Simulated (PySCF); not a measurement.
A GIAO shielding run with PySCF (density fitting, non-relativistic, gas phase) on `CC(=O)N[SiH2]CC[SiH3]`, C4H13NOSi2:

```
{"job": {"kind": "nmr", "xc": "PBE0", "basis": "pcSseg-1"}, "charge": 0, "multiplicity": 1}
C     -4.015363     0.108898    -0.383566
C     -2.723882    -0.012582     0.386548
O     -2.649410    -0.012896     1.598961
N     -1.590870    -0.124300    -0.333892
Si    -0.139984    -0.255917     0.648038
C      1.227213    -0.442632    -0.658405
C      2.622357    -0.624819    -0.065267
Si     3.343925     0.916100     0.781828
H     -4.852128     0.151726     0.307428
H     -3.997743     1.016186    -0.984763
H     -4.133634    -0.745768    -1.047022
H     -1.642097    -0.123512    -1.339397
H     -0.005339     0.971536     1.425738
H     -0.239964    -1.465736     1.461876
H      1.238148     0.420754    -1.327523
H      0.999566    -1.310036    -1.286680
H      2.600209    -1.452776     0.645723
H      3.307938    -0.929408    -0.861925
H      3.159594     2.083043    -0.085799
H      4.780435     0.701340     0.983853
H      2.702110     1.147743     2.074818
```

Hardware: 1 thread of an Arm Neoverse V2, shared host. The job also computes population analyses, field gradients.

Question: How large is the calculation?

Answer: 80 electrons, 215 basis functions and 1157 auxiliary functions.

Question: How long does it take?

Answer: 34 s of wall time, with 14 SCF cycles and 5 response iterations. Times on a shared host scatter by some tens of per cent.
